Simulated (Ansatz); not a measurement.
One change: `N[SiH](O)CO` becomes `[NH2][GeH2][SiH](N)O`.

Ansatz, PBE0-D4/def2-TZVP geometries, multiplicity 1. Each molecule was computed in one conformer, which needn't be the lowest.

Scalar relativity is left out up to krypton.

```csv
property,`N[SiH](O)CO`
HOMO energy (ωB97M-V/def2-TZVPP) / eV,-9.70
LUMO energy (ωB97M-V/def2-TZVPP) / eV,1.92
LUMO energy (PBE/def2-TZVPP) / eV,-0.38
HOMO–LUMO gap (ωB97M-V/def2-TZVPP) / eV,11.62
LUMO energy (PBE0/def2-TZVPP) / eV,0.48
HOMO–LUMO gap (PBE0/def2-TZVPP) / eV,7.83
```

What does the change do to each property? (An estimate is asked.)

Ansatz gave: 
```
                               property  `[NH2][GeH2][SiH](N)O`  shift
  HOMO energy (ωB97M-V/def2-TZVPP) / eV                   -9.30   0.40
  LUMO energy (ωB97M-V/def2-TZVPP) / eV                    1.82  -0.10
      LUMO energy (PBE/def2-TZVPP) / eV                   -0.55  -0.17
HOMO–LUMO gap (ωB97M-V/def2-TZVPP) / eV                   11.12  -0.50
     LUMO energy (PBE0/def2-TZVPP) / eV                    0.27  -0.21
   HOMO–LUMO gap (PBE0/def2-TZVPP) / eV                    7.24  -0.59
```

With PBE0 the HOMO rises by 0.39 eV and the LUMO falls by 0.21 eV, so the gap narrows by about 0.60 eV. PBE moves the HOMO by 0.30 eV and ωB97M-V by 0.40 eV.

Positive LUMOs are unbound, so they and the gaps depend on the basis.
